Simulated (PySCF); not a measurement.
Zr(O)2 cation (O₂Zr), SMILES [O]=[Zr]=[O] (connectivity only; charge and spin as stated), charge +1, multiplicity 2.

Geometry optimised at PBE0-D3(BJ)/def2-TZVP. The geometry has at least one imaginary mode, so it is a saddle point at that level. The spin state was assumed, not searched. The isomer is the one that the SMILES or the coordinates give; other isomers of the formula were not compared. The def2 effective core potentials stand for the cores of Zr; spin–orbit coupling is left out.

These are PySCF 2.14.0 with PBE0-D3(BJ)/def2-TZVP values and carry that method's errors.

Frequencies are harmonic and unscaled.

Computed vibrational spectrum:
```csv
mode,ν (cm⁻¹),IR (km/mol),moving atoms (share of kinetic energy)
1,397i,136.5,"O 84 %, Zr 16 %"
2,194,13.4,"O 89 %, Zr 11 %"
3,927,69.3,"O 86 %, Zr 14 %"
```
